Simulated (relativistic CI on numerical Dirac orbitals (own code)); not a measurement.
**Hyperfine structure of K17+, mass number 39**

Calculated at this level of theory: Dirac-Coulomb-Breit CI, separate exchange-only KLI orbitals for each configuration, a model potential for QED, unscaled Slater integrals (own radial code, finite nucleus).

Configurations in the expansion: 1s2, 1s.2s, 1s.2p, 1s.3s, 1s.3p, 1s.3d, 1s.4s, 1s.4p, 1s.4d, 1s.4f, 1s.5s, 1s.5p, 1s.5d, 1s.5f, 1s.5g, 1s.6s, 1s.6p, 1s.6d. Levels of other configurations are missing.

Nuclear spin I = 3/2, μ = 0.39147 μN, Q = 0.0603 b (tables of Stone and Pyykkö). The electronic factors are computed for point nuclear moments, without core polarisation or the Bohr-Weisskopf and QED corrections.

| Level | E (10³ cm⁻¹) | A (GHz) | B (GHz) |
| --- | --- | --- | --- |
| 1s.2s 3S_1 | 27995.0 | 259.8 | -6.2e-06 |
| 1s.2p 3P°_1 | 28162.8 | 167.8 | -0.702 |
| 1s.2p 3P°_2 | 28191.0 | 119 | 1.47 |
| 1s.2p 1P°_1 | 28307.3 | -38.38 | 1.41 |
| 1s.3s 3S_1 | 33141.3 | 241.2 | -3.63e-06 |
| 1s.3p 3P°_1 | 33187.7 | 165.3 | -0.209 |
| 1s.3p 3P°_2 | 33196.1 | 117.5 | 0.442 |
| 1s.3d 3D_2 | 33220.4 | 112.6 | 0.0747 |

Levels with J = 0, under 50 % of one LS term, or S terms without an open s electron are left out. Small factors come from cancelling terms and can be off by tens of per cent or more.

At this charge energies of transitions that change n are usually good to better than 1 %, and those within a shell (Δn = 0) to a few per cent.

**Question.** Give the hyperfine levels of 1s.2s 3S_1 relative to its centre of gravity.

**Answer.** With K = F(F + 1) − I(I + 1) − J(J + 1), E = AK/2 + B[¾K(K + 1) − I(I + 1)J(J + 1)]/[2I(2I − 1)J(2J − 1)]: F = 1/2: -649.6, F = 3/2: -259.8, F = 5/2: 389.8 GHz.

LS names give the leading component of a level, which can be under half, so a name can repeat, a term be missing and a line seem to break the LS rules.
